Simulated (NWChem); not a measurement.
System: CH₄ClFSi; SMILES Cl[Si@H](F)C

The following NWChem deck was run.

```
start job
memory heap 200 mb stack 900 mb global 1100 mb
geometry units angstroms
  C     -1.944734    -0.574045     0.224081
  Si    -0.068755    -0.433510     0.399352
  F      0.589301    -1.458366    -0.658868
  Cl     0.583269     1.395357    -0.102584
  H     -2.264639    -0.322242    -0.785055
  H     -2.280645    -1.586101     0.430742
  H     -2.463447     0.091503     0.907603
  H      0.474833    -0.854877     1.675979
end
basis spherical
  * library def2-svp
end
dft
  xc xpbe96 cpbe96
  disp vdw 4
  iterations 150
end
driver
  maxiter 120
end
task dft optimize
task dft freq
```

The level has its own optimisation; frequencies are unscaled.

### Question
Give the results of this calculation. (PBE-D3(BJ)/def2-SVP.) Quantities: r C–Si (Å); r C–H (Å); r F–Si (Å); r Cl–Si (Å); highest harmonic frequency (cm⁻¹); lowest (cm⁻¹); zero-point energy (kcal/mol); dipole (D).

### Answer
| Item | Value |
|---|---|
| r C–Si (Å) | 1.862 |
| r C–H (Å) | 1.109 |
| r F–Si (Å) | 1.636 |
| r Cl–Si (Å) | 2.074 |
| highest harmonic frequency (cm⁻¹) | 3092 |
| lowest (cm⁻¹) | 147 |
| zero-point energy (kcal/mol) | 30.6 |
| dipole (D) | 2.10 |
